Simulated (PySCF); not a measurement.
A structure optimised at B3LYP-D3(BJ)/def2-TZVP, used in a PySCF frequency run:

```
C
O 1 1.2832
H 2 0.9748 1 116.71
N 1 1.2951 2 126.54 3 0.00
H 4 1.0136 1 119.67 2 180.00
H 4 1.0146 5 116.81 1 180.00
H 1 1.0856 2 114.28 3 180.00
```
Charge +1, spin multiplicity 1.

Q: Write its SMILES, formula and point group.

A: NC=[OH+], CH4NO, Cs

Q: What are its rotational constants (standard atomic weights)?

A: 63.320, 10.804, 9.2291 GHz
